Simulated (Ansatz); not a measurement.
One change: `N[Si](O)(F)Cl` becomes `N[Si](F)(Cl)Cl`.

Ansatz, PBE0-D4/def2-TZVP geometries, multiplicity 1. Each molecule was computed in one conformer, which needn't be the lowest.

| property | `N[Si](O)(F)Cl` |
| --- | --- |
| HOMO energy (PBE0/def2-TZVPP) / eV | -8.35 |
| HOMO–LUMO gap (PBE/def2-TZVPP) / eV | 6.37 |
| size of the dipole moment (PBE/def2-TZVPP) / D | 3.04 |
| size of the dipole moment (B3LYP/def2-TZVPP) / D | 3.10 |
| HOMO–LUMO gap (PBE0/def2-TZVPP) / eV | 8.80 |
| HOMO–LUMO gap (B3LYP/def2-TZVPP) / eV | 8.15 |

Problem. What does the change do to each property? (Estimate.)

Solution. Ansatz gave: 
```json
{"property": "HOMO energy (PBE0/def2-TZVPP) / eV", "`N[Si](F)(Cl)Cl`": "-8.48", "shift": "-0.13"}
{"property": "HOMO–LUMO gap (PBE/def2-TZVPP) / eV", "`N[Si](F)(Cl)Cl`": "6.49", "shift": "0.12"}
{"property": "size of the dipole moment (PBE/def2-TZVPP) / D", "`N[Si](F)(Cl)Cl`": "2.55", "shift": "-0.49"}
{"property": "size of the dipole moment (B3LYP/def2-TZVPP) / D", "`N[Si](F)(Cl)Cl`": "2.58", "shift": "-0.52"}
{"property": "HOMO–LUMO gap (PBE0/def2-TZVPP) / eV", "`N[Si](F)(Cl)Cl`": "8.96", "shift": "0.16"}
{"property": "HOMO–LUMO gap (B3LYP/def2-TZVPP) / eV", "`N[Si](F)(Cl)Cl`": "8.34", "shift": "0.19"}
```

The zero-point energy changes by -34.7 kJ/mol with -3 modes. Dipoles are sizes alone; their direction can turn.

B3LYP here is the variant with VWN-RPA as its local correlation; programs differ in this.
